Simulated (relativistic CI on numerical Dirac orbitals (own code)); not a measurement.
# Cu²⁺ (3d9) in a crystal field

Calculated by Dirac-Coulomb-Breit CI, KLI orbitals optimised for each configuration, model QED (radiative potential, 1s self-energy scaled to tabulated hydrogen-like ionisation energies), valence Slater integrals scaled by 0.9, one configuration in a parametric crystal field (own radial code).

Field parameters in Wybourne normalisation: D3d B²₀ = −7Dσ, B⁴₀ = −14Dq − 21Dτ, B⁴₃ = −14√(10/7) Dq. The field is a parameter set, without covalency.

S is read from ⟨S²⟩ = S(S + 1).

Powder χT (cm³ K mol⁻¹) by Van Vleck's formula, with temperature-independent terms:

```tsv
Field	2 K	5 K	10 K	20 K	50 K	100 K	200 K	300 K
D3d, 10Dq = 17700, Dσ = -1200, Dτ = -330 cm⁻¹	0.195	0.21	0.233	0.28	0.386	0.446	0.47	0.479
D3d, 10Dq = 17700, Dσ = 1200, Dτ = -330 cm⁻¹	0.301	0.305	0.311	0.323	0.361	0.42	0.491	0.517
D3d, 10Dq = 17700, Dσ = 980, Dτ = -330 cm⁻¹	0.279	0.283	0.29	0.305	0.348	0.413	0.483	0.506
D3d, 10Dq = 17700, Dσ = 760, Dτ = -330 cm⁻¹	0.258	0.263	0.271	0.288	0.339	0.41	0.476	0.495
D3d, 10Dq = 17700, Dσ = 550, Dτ = -330 cm⁻¹	0.239	0.245	0.255	0.275	0.335	0.412	0.471	0.487
D3d, 10Dq = 17700, Dσ = 330, Dτ = -330 cm⁻¹	0.221	0.228	0.241	0.266	0.339	0.418	0.467	0.481
D3d, 10Dq = 17700, Dσ = 110, Dτ = -330 cm⁻¹	0.204	0.214	0.231	0.264	0.354	0.428	0.465	0.476
D3d, 10Dq = 17700, Dσ = -110, Dτ = -330 cm⁻¹	0.19	0.205	0.229	0.278	0.384	0.441	0.464	0.472
```

Task: For D3d, 10Dq = 17700, Dσ = 1200, Dτ = -330 cm⁻¹: what effective moment follows at 300 K?

Result: μ_eff = √(8χT) = 2.03 μB. The ground level has S = 0.50; the spin-only moment for S = 1/2 is 1.73 μB. The difference comes from the orbital moment, spin-orbit mixing of terms and temperature-independent paramagnetism, all larger in this ionic model than in covalent complexes.
